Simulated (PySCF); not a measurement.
Cartesian coordinates in Å; atom numbers follow the order of the lines, from 1:
```xyz
17

C    -0.2560    2.0807    0.0118
C    -0.7354    0.6437    0.1610
C     0.3495   -0.4169   -0.0685
Ge   -0.4016   -2.2314    0.0162
Ge    1.8772   -0.2607    1.1648
H     0.4993    2.3426    0.7700
H    -1.0895    2.7913    0.1202
H     0.2006    2.2473   -0.9772
H    -1.1741    0.5081    1.1659
H    -1.5652    0.4697   -0.5476
H     0.7644   -0.3086   -1.0870
H    -0.8843   -2.5305    1.4506
H     0.6533   -3.2800   -0.3834
H    -1.6098   -2.3363   -0.9384
H     2.7763    0.9429    0.8181
H     1.3493   -0.0859    2.6035
H     2.7375   -1.5383    1.1012
```

Geometry: PBE0-D3(BJ)/def2-SVP; GIAO absolute shieldings from PySCF 2.14.0 with density-fitted response routines, gas phase, non-relativistic, averaged over equivalent atoms.

At PBE0/pcSseg-1 (193 basis functions, 31 s wall time on 1 thread of an Arm Neoverse V1, shared host):
```csv
atoms,σ (ppm)
C2,156.9
C1,165.4
C3,176.6
Ge4/Ge5,1535.4
H12/H13/H14/H15/H16/H17,27.38
H9/H10,29.76
H6/H7/H8,30.19
H11,30.88
```

Question: What do these become at wB97X-D/pcSseg-1?

Answer: 
```csv
atoms,σ at wB97X-D/pcSseg-1,change
C2,157.9,+1.0
C1,165.4,+0.0
C3,178.8,+2.2
Ge4/Ge5,1533.9,-1.5
H12/H13/H14/H15/H16/H17,27.52,+0.14
H9/H10,29.95,+0.19
H6/H7/H8,30.31,+0.12
H11,31.17,+0.29
```

The largest change is at C3 (sp3 CH bonded to 2 Ge). Cost: 193 basis functions, 40 s wall time on 1 thread of an Arm Neoverse V1, shared host. The order of the carbon signals is the same at both levels.

Relativistic effects, spin–orbit coupling among them, are left out; they matter for Ge and for the light atoms bonded to it.
